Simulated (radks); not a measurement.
Ionisation of neutral selenium, [Ar] 3d10 4s2 4p4, to [Ar] 3d10 4s2 4p3 as the strength of local exchange is varied. Calculated with a radial shooting solver on a logarithmic mesh with Libxc functionals: Dirac Kohn-Sham, Slater X-alpha exchange (alpha = 2/3 is LDA exchange), no correlation, spin-unpolarised, spherical densities, point nucleus; open shells fill j = l - 1/2 first.

\begin{tabular}{lrrrrr}
alpha & E(Se) (hartree) & exchange (hartree) & IE (eV) & -e of the level emptied (eV) & <r> of it (bohr) \\ \hline
0.621 & -2418.30527 & -75.79752 & 9.158 & 4.967 (4p3/2) & 2.390 \\
0.667 & -2423.92638 & -81.60003 & 9.616 & 5.364 (4p3/2) & 2.357 \\
0.675 & -2424.90528 & -82.61179 & 9.697 & 5.434 (4p3/2) & 2.351 \\
0.723 & -2430.78695 & -88.69869 & 10.187 & 5.864 (4p3/2) & 2.318 \\
0.74 & -2432.87342 & -90.86118 & 10.363 & 6.019 (4p3/2) & 2.307 \\
0.985 & -2463.13901 & -122.41543 & 13.054 & 8.426 (4p3/2) & 2.160 \\
\end{tabular}

NIST Atomic Spectra Database: 9.752 eV (measured). The Delta-SCF value meets it near alpha = 0.68. Spin polarisation and multiplet splitting are left out, so open shells lie too high by an amount that depends on their filling.

Beside tabulated values, note that spin-unpolarised runs miss the spin-polarisation part of the exchange energy of open shells.
